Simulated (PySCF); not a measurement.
## Core-level binding energies of 1,1-dibromoethene

Compound: 1,1-dibromoethene, C2H2Br2.
SMILES with atom numbers: `[CH2:1]=[C:2]([Br:3])[Br:4]`

Method: delta-SCF UKS SCAN, pcX-2 on the ionised atom, pcseg-1 elsewhere, spin-free X2C (PySCF). Each binding energy is the total energy of the core-ionised species, with the hole localised on one atom, minus that of the ground state; both are solved self-consistently, so orbital relaxation is included.

Question: Give the core binding energies atom by atom.

Answer: 
```
atom(s)                      environment  level  binding energy (eV)  above the level's lowest (eV)  count
     C1             terminal =CH2 carbon   C 1s               290.73                           0.00      1
     C2  fully substituted alkene carbon   C 1s               292.95                          +2.22      1
```

Lowest listed C 1s: C1, bonded to C (double bond) and 2 H. Highest, 2.22 eV above it: C2, bonded to 2 Br and C (double bond). Summing the Pauling electronegativity differences to the bonded atoms, each weighted by its formal bond order, gives -0.70 for the lowest site and +0.82 for the highest.

Question: Which photon energy gives electrons from C 1s of C2 a kinetic energy of 20 eV, and what is their de Broglie wavelength?

Answer: hν = 292.95 + 20 = 312.95 eV, recoil neglected; λ = 12.264 Å/√(E/eV) = 2.74 Å.

Question: Which photon wavelength matches the C 1s of C2 threshold?

Answer: λ = hc/E = 12398.42 eV Å / 292.95 eV = 42.323 Å.

The unrestricted hole states depart most from a pure doublet (⟨S²⟩ = 0.75; over 0.85 named) for C 1s of C2 (0.87), which makes this value less certain. No level of bromine is listed. Geometry: PBE0-D3(BJ)/def2-SVP; no solvent, vibrations or thermal averaging.
